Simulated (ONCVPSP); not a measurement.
# Configuration tests for P (Z = 15) (ONCV)

P (Z = 15), optimised norm-conserving Vanderbilt (ONCV), made with ONCVPSP 4.0.1 (PBE, scalar-relativistic). Core [Ne], reference 3s2 3p2 (charge +1). Waves: 3s: rc 1.70 bohr, ncon 4, nbas 8, qcut 4.1 1/bohr, 2 projectors, debl 1.6 Ha; 3p: rc 1.45 bohr, ncon 4, nbas 7, qcut 4.6 1/bohr, 2 projectors, debl 3.6 Ha; d scattering state at 0.15 Ha: rc 1.40 bohr, ncon 4, nbas 7, qcut 5.9 1/bohr, 3 projectors, debl 1.3 Ha. Local part: polynomial inside 1.00 bohr (lpopt 5, dvloc0 0 Ha). Core correction: Teter function, fcfact 5.5, rcfact 1.7.

Energies are relative to the spin-unpolarised reference configuration 3s2 3p2; without spin polarisation the order of configurations can differ from experiment.

| valence configuration | charge | ΔE all-electron (eV) | error AE − PS (meV) |
| --- | --- | --- | --- |
| 3s2 3p1 | +2 | 19.147 | -14 |
| 3s2 3p0 | +3 | 48.886 | -112 |

Question: What are ΔE and the potential's error for 3s0 3p5?

Answer: ΔE = 7.471 eV all-electron; the error (AE − PS) is -25 meV.

Question: What are ΔE and the potential's error for 3s2 3p3?

Answer: ΔE = -9.730 eV all-electron; the error (AE − PS) is -1.4 meV.

Note: no bound ghost flagged; GHOST(+) flagged for d at 7.4 eV, s at 117.6 eV.
